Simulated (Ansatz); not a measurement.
Relaxation of C2H6BBr (10 atoms, charge 0, multiplicity 1), to a largest force component of 0.03 eV/Å in at most 50 steps.

These are results of Ansatz, RKS PBE0-D4/def2-SVP, not measurements.

```xyz
10
Properties=species:S:1:pos:R:3
B -0.193 0.311 0.357
Br 0.608 -1.143 -2.548
C -0.506 1.553 -0.197
H 0.568 0.061 -1.680
C 0.148 -0.994 1.071
H -1.284 1.703 -0.951
H 0.031 2.458 0.120
H -0.753 -1.628 1.123
H 0.958 -1.564 0.592
H 0.423 -0.757 2.113
```

Problem. Where does it end, and by what steps?

Solution. It converged. After 11 steps the energy has fallen by 0.088 eV; Br2 moved furthest, 0.68 Å.

```
step  energy less start (eV)  largest force component (eV/Å)  accepted
   0                  0.0000                           0.453       yes
   1                 -0.0057                           0.321       yes
   2                 -0.0358                           0.400       yes
   3                 -0.0531                           0.247       yes
   4                 -0.0647                           0.211       yes
   5                 -0.0792                           0.472       yes
   6                 -0.0766                           0.725        no
   7                 -0.0862                           0.079       yes
   8                 -0.0867                           0.128       yes
   9                 -0.0864                           0.111        no
  10                 -0.0866                           0.102        no
  11                 -0.0882                           0.021       yes
```

```xyz
10
Properties=species:S:1:pos:R:3
B -0.174 0.275 0.488
Br 0.894 -0.601 -2.852
C -0.447 1.392 -0.301
H 0.318 0.194 -1.751
C 0.116 -1.003 1.258
H -1.436 1.569 -0.738
H 0.279 2.201 -0.439
H -0.829 -1.577 1.287
H 0.864 -1.630 0.747
H 0.417 -0.821 2.300
```

Run time: 28 s on 2 threads of Arm Neoverse V2, on a shared host, peak memory 0.23 GiB.
